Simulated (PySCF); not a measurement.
PySCF job for ClFH4Si2, SMILES F[SiH2][SiH2]Cl, IEF-PCM-ωB97X/def2-SVP. Geometry: B3LYP-D3(BJ)/def2-SVP. This is a generated structure with no PubChem entry under its InChIKey; it may be hypothetical. One conformer was computed; it need not be the lowest.

```python
import numpy as np
from pyscf import gto, scf, dft
from pyscf.solvent import pcm

mol = gto.M(
    atom='''
    Si   -1.37767393   -0.52079475    0.60871108
    F    -2.14674568   -0.24289897   -0.80504737
    Si    0.93072069   -0.61388871    0.18855844
    Cl    1.54212486    1.28608991   -0.42212359
    H    -1.69213672    0.59183033    1.54628930
    H    -1.87752360   -1.81036808    1.16578072
    H     1.26225740   -1.59267440   -0.88290889
    H     1.66933688   -0.98065733    1.43059316
    ''',
    basis='def2-SVP',
    charge=0,
    spin=0,
    max_memory=1600,
    verbose=3,
)
mf = dft.RKS(mol, xc='wb97x').density_fit(auxbasis='def2-universal-jkfit')
mf.grids.level = 3
mf.conv_tol = 1e-9
mf.max_cycle = 100
mf.kernel()
res = {}
for name, eps in {'water': 78.355, 'acetonitrile': 35.688, 'cyclohexanone': 15.619}.items():
    s = mf.PCM()
    s.with_solvent.method, s.with_solvent.eps, s.with_solvent.lebedev_order = 'IEF-PCM', eps, 29
    s.kernel(mf.make_rdm1())
    res[name] = (s.e_tot, eps, s.dip_moment(), s.mo_energy, s.converged)
    print(f'{name}: electrostatic solvation free energy {(s.e_tot - mf.e_tot) * 627.509474:.3f} kcal/mol')
```

Output:

```
converged SCF energy = -1141.08229318666

WARN: PCM is an experimental feature. It is still in testing.
Features and APIs may be changed in the future.

converged SCF energy = -1141.08656485576
Dipole moment(X, Y, Z, Debye):  0.17306, -2.03593,  2.02421
water: electrostatic solvation free energy -2.681 kcal/mol

WARN: PCM is an experimental feature. It is still in testing.
Features and APIs may be changed in the future.

converged SCF energy = -1141.08645592346
Dipole moment(X, Y, Z, Debye):  0.17305, -2.02244,  2.01245
acetonitrile: electrostatic solvation free energy -2.612 kcal/mol

WARN: PCM is an experimental feature. It is still in testing.
Features and APIs may be changed in the future.

converged SCF energy = -1141.08620782454
Dipole moment(X, Y, Z, Debye):  0.17308, -1.99191,  1.98590
cyclohexanone: electrostatic solvation free energy -2.456 kcal/mol
```

The calculation finished and met its thresholds.
